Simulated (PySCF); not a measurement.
**SMILES CO[C@@H]1OC[C@@H]1Cl, C4H7ClO2**

Geometry (Å), atoms numbered from 1 in this order:
```xyz
14

C     2.2308    0.1886    0.3868
O     0.9326    0.7483    0.3405
C    -0.0470   -0.0923    0.8142
O    -0.3284   -1.2058   -0.0362
C    -1.5740   -0.6497   -0.4642
C    -1.4660    0.4581    0.5858
Cl   -1.5704    2.1117    0.0087
H     2.2752   -0.7292   -0.2050
H     2.8962    0.9390   -0.0329
H     2.5181   -0.0324    1.4208
H     0.1836   -0.4385    1.8371
H    -1.5226   -0.2937   -1.4959
H    -2.3992   -1.3538   -0.3441
H    -2.1296    0.3493    1.4422
```

Computed with TDDFT CAM-B3LYP/aug-cc-pVDZ circular dichroism and optical rotation, one conformer, gas phase (PySCF). Geometry: GFN2-xTB.

The molecule is flexible and this is one conformer; a measurement averages over conformers.

Draw the ECD and absorption spectra from the lowest 16 states, each a Gaussian of half-width 0.25 eV at 1/e height.


```csv
E (eV),λ (nm),Δε (L mol⁻¹ cm⁻¹),ε (L mol⁻¹ cm⁻¹)
6.66,186,+0.03,7.69
6.81,182,+0.33,89.9
6.96,178,+2.01,530
7.11,174,+6.55,1620
7.26,171,+13.07,2790
7.41,167,+19.45,3330
7.56,164,+21.99,3460
7.71,161,+19.67,3370
7.86,158,+16.93,3370
8.01,155,+10.44,3810
8.16,152,-1.82,4430
```
Δε uses R in velocity form, ε uses f in length form. Only the states computed contribute, so the short-wavelength end is incomplete.
